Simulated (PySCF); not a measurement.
Simulation results for CH4GeO2

Computed with PySCF 2.14.0. Calculation on a computer-drawn molecule: optimised geometry and harmonic frequencies of an isolated molecule of the commonest isotopes, restricted reference for singlets and unrestricted otherwise, frozen core in MP2; on germanium a core potential holds 10 electrons, which the energies leave out, and 3d is frozen in MP2 and coupled-cluster steps.

```yaml
- formula: CH4GeO2
  start_structure:
    atoms_angstrom:
      - [C, 1.6792, 2.162, 1.5688]
      - [Ge, 3.4757, 1.501, 2.0203]
      - [O, 4.9235, 1.6174, 1.2317]
      - [O, 3.4971, 0.5221, 3.5065]
      - [H, 1.3555, 2.8077, 2.4001]
      - [H, 0.9457, 1.3424, 1.5337]
      - [H, 1.7571, 2.7349, 0.6553]
      - [H, 2.6901, 0.4235, 3.9851]
  given:
    charge: 0
    multiplicity: 1
    method: HF
    basis: cc-pVDZ
    basis_and_core_potential_on_germanium: "cc-pVDZ-PP ECP10MDF"
    drawn_bonds_atom: [1, 2, 2, 1, 1, 1, 4]
    drawn_bonds_other_atom: [2, 3, 4, 5, 6, 7, 8]
    drawn_bonds_order: [1, 2, 1, 1, 1, 1, 1]
  results:
    "total_energy [hartree]": null
    "rotational_constants [GHz]": null
```

**Q.** What total energy does the calculation give for CH4GeO2?
**A.** -483.2906 hartree

**Q.** Estimate the rotational constants of CH4GeO2.
**A.** 6.792, 5.833, 3.201 GHz

**Q.** Give the table of modes values for CH4GeO2.
**A.** 
Modes:
```tsv
frequency (cm⁻¹)	reduced mass (dalton)
65.84	1.049
208.4	3.362
234.1	6.757
282.3	8.423
356.6	1.093
626.9	4.089
770.4	10.44
826.5	1.223
864.8	1.211
938.1	1.215
1063	13.44
1380	1.225
1547	1.049
1556	1.053
3189	1.033
3279	1.103
3313	1.104
4156	1.067
```

Further results for CH4GeO2:

```
convergence status largest gradient component : 3.105e-05 hartree/bohr
```

Optimised structure:
```xyz
8
CH4GeO2
C      1.7261     2.1466     1.6184
Ge     3.4934     1.4694     2.0152
O      4.8665     1.6586     1.1905
O      3.4529     0.5424     3.5010
H      1.3938     2.8024     2.4254
H      1.0229     1.3162     1.5315
H      1.7532     2.7033     0.6834
H      2.6152     0.4722     3.9361
```
